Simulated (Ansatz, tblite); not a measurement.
Spin states of the cluster Sn2F4, each relaxed with PBE0-D4/def2-SVP in Ansatz. Electronic energies in the gas phase.

In the def2 sets Sn takes a core potential; there is no spin–orbit coupling. The xTB rows come from tblite. Correlated methods freeze 12 core orbitals; core or outer-core shells of Sn are correlated, in sets that lack core-valence functions. The rows differ in basis, and correlated rows in double-zeta sets carry the largest basis error. The structure comes from a short search, and lower isomers may exist.

Singlet geometry (C2h within 0.1 Å):

Cartesian coordinates in Å:
```
Sn 0.3795 0.6394 1.5498
Sn -0.3743 -0.6501 -1.5618
F 0.6519 0.9483 -0.5592
F -0.6709 -0.9433 0.5450
F -1.2435 1.7237 1.4635
F 1.2574 -1.7180 -1.4373
```

Triplet geometry:

```xyz
6

Sn   -0.442    1.102    0.942
Sn   -0.167   -1.231   -1.584
F     0.577   -2.381   -0.200
F     0.776    0.474   -0.663
F     0.808    2.451    1.670
F    -1.551   -0.414   -0.166
```

Quintet geometry (C2h within 0.1 Å):

```xyz
6

Sn   -0.5882   -1.4605   -0.6952
Sn    0.5883    1.4605    0.6952
F     0.7799    0.2192   -0.9962
F    -0.7783   -0.2203    0.9972
F    -1.9031   -2.8236   -0.1253
F     1.9014    2.8247    0.1243
```

⟨S²⟩: triplet 2.00 at PBE0-D4/def2-TZVP (pure 2.00), quintet 6.01 at PBE0-D4/def2-TZVP (pure 6.00).

Only these spin states were relaxed.

(1) Estimate which spin state lies lowest at each of these levels, and by how much: GFN1-xTB; GFN2-xTB; HF/def2-SVP; HF/def2-TZVP; PBE-D4/def2-TZVP; revPBE-D4/def2-TZVP; r2SCAN-D4/def2-TZVP; PBE0-D4/def2-TZVP; ωB97M-V/def2-TZVP; MP2/def2-SVP; MP2/def2-TZVP; CCSD/def2-SVP; CCSD(T)/def2-SVP.

Results:

(1) 
```csv
level,triplet − singlet (kcal/mol),quintet − singlet (kcal/mol),lowest of these
GFN1-xTB,137.2,287.0,singlet
GFN2-xTB,131.6,273.8,singlet
HF/def2-SVP,73.5,146.7,singlet
HF/def2-TZVP,72.5,144.8,singlet
PBE-D4/def2-TZVP,84.8,172.2,singlet
revPBE-D4/def2-TZVP,83.6,169.6,singlet
r2SCAN-D4/def2-TZVP,83.2,168.0,singlet
PBE0-D4/def2-TZVP,85.1,171.7,singlet
ωB97M-V/def2-TZVP,89.0,178.8,singlet
MP2/def2-SVP,82.4,165.2,singlet
MP2/def2-TZVP,92.0,184.6,singlet
CCSD/def2-SVP,84.0,168.3,singlet
CCSD(T)/def2-SVP,83.9,168.2,singlet
```

Change of the quintet − singlet gap on mixing in exact exchange, in kcal/mol: PBE to PBE0 (25 % exact exchange) -0.5. The xTB methods have no term that favours high spin, so they put low spin too low.
